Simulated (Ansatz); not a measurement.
Geometry optimisation, RKS B3LYP-D4/def2-SVP in Ansatz.

Input:

```yaml
crystal:
  periodic: [false, false, false]
  atoms:
    - { symbol: B, position_ang: [1.75358, -1.98462, 1.11431] }
    - { symbol: C, position_ang: [0.76492, -1.37225, 0.46109] }
    - { symbol: O, position_ang: [-0.18869, -0.51431, 0.4318] }
    - { symbol: Sb, position_ang: [-0.0651, 1.43758, -0.29764] }
    - { symbol: H, position_ang: [-0.56739, 0.91112, -1.84644] }
    - { symbol: H, position_ang: [-1.69732, 1.52248, 0.13688] }
basis:
  gaussian: { orbitals: def2-SVP }
hamiltonian:
  xc: b3lyp
  dispersion: d4
relax:
  f_tol: 0.02
  max_steps: 40
scf:
  lower_state_search: "off"
```

Launched with:

```bash
$ ansatz run input.yaml --threads 1 --pin off --max-ram 2048MiB --backend cpu --events-out ev --progress --plain --runs-dir out
```

Problem. Where does it end, and by what steps?

Solution. The forces met the threshold. After 13 steps the energy has fallen by 0.540 eV; B1 moved furthest, 0.24 Å.

```
step  energy less start (eV)  largest force component (eV/Å)  accepted
   0                  0.0000                           5.055       yes
   1                 -0.3417                           2.562       yes
   2                 -0.4814                           0.645       yes
   3                 -0.5158                           0.322       yes
   4                 -0.5229                           0.277       yes
   5                 -0.5294                           0.187       yes
   6                 -0.5330                           0.142       yes
   7                 -0.5271                           0.616        no
   8                 -0.5367                           0.104       yes
   9                 -0.5379                           0.256       yes
  10                 -0.5393                           0.095       yes
  11                 -0.5394                           0.118       yes
  12                 -0.5400                           0.037       yes
  13                 -0.5402                           0.020       yes
```

```xyz
6
Properties=species:S:1:pos:R:3
B 1.933 -2.137 1.094
C 0.739 -1.428 0.492
O -0.179 -0.647 0.542
Sb -0.146 1.600 -0.325
H -0.524 0.910 -1.858
H -1.824 1.702 0.055
```

Whether the end is a true minimum wasn't checked by a vibrational analysis.

Time of the run: 28 s on 1 thread of Intel(R) Xeon(R) 6975P-C (Granite Rapids), on a shared host, peak memory 0.16 GiB.
